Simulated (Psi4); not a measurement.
Internal rotation in CH7NSi3, SMILES [SiH2]([SiH2][SiH3])C#N. Scanned: dihedral C2–Si3–Si4–Si5; all other coordinates were relaxed at GFN2-xTB. GFN2-xTB can order the conformers of Si and Ge chains otherwise than DFT does. Points at φ and −φ are mirror images. Heavy atoms are numbered in the order of the SMILES N#C[SiH2][SiH2][SiH3], hydrogens after them in the order of the atoms that carry them; the mirror image has the same energies with the sign of each dihedral reversed.

PBE/def2-TZVP // GFN2-xTB (Psi4); PBE-D3(BJ)/def2-TZVP // GFN2-xTB (Psi4); B3LYP/def2-TZVP // GFN2-xTB (Psi4); MP2/cc-pVTZ = DF-MP2 (frozen core)/cc-pVTZ // GFN2-xTB (Psi4).

Energies relative to the lowest point of each profile, in kcal/mol; the last columns give the difference from MP2:

```csv
φ / °,PBE/def2-TZVP,PBE-D3(BJ)/def2-TZVP,B3LYP/def2-TZVP,MP2/cc-pVTZ,PBE/def2-TZVP − MP2/cc-pVTZ,PBE-D3(BJ)/def2-TZVP − MP2/cc-pVTZ,B3LYP/def2-TZVP − MP2/cc-pVTZ
-150,0.48,0.61,0.51,0.67,-0.18,-0.06,-0.16
-120,0.97,1.06,1.00,1.17,-0.21,-0.11,-0.17
-90,0.50,0.56,0.53,0.61,-0.11,-0.05,-0.08
-60,0.03,0.00,0.09,0.00,0.03,0.00,0.09
-30,0.65,0.50,0.82,0.61,0.03,-0.11,0.21
0,1.08,0.90,1.27,1.05,0.03,-0.16,0.22
30,0.65,0.50,0.82,0.61,0.03,-0.11,0.21
60,0.03,0.00,0.09,0.00,0.03,0.00,0.09
90,0.50,0.56,0.53,0.61,-0.11,-0.05,-0.08
120,0.97,1.06,1.00,1.17,-0.21,-0.11,-0.17
150,0.48,0.61,0.51,0.67,-0.18,-0.06,-0.16
180,0.00,0.13,0.00,0.13,-0.13,0.00,-0.13
```

PBE/def2-TZVP is furthest from MP2/cc-pVTZ at -120 (-0.21 kcal/mol, below); its mean absolute difference over the points is 0.11 kcal/mol.

PBE-D3(BJ)/def2-TZVP is furthest from MP2/cc-pVTZ at 0 (-0.16 kcal/mol, below); its mean absolute difference over the points is 0.07 kcal/mol.

B3LYP/def2-TZVP is furthest from MP2/cc-pVTZ at 0 (0.22 kcal/mol, above); its mean absolute difference over the points is 0.15 kcal/mol.
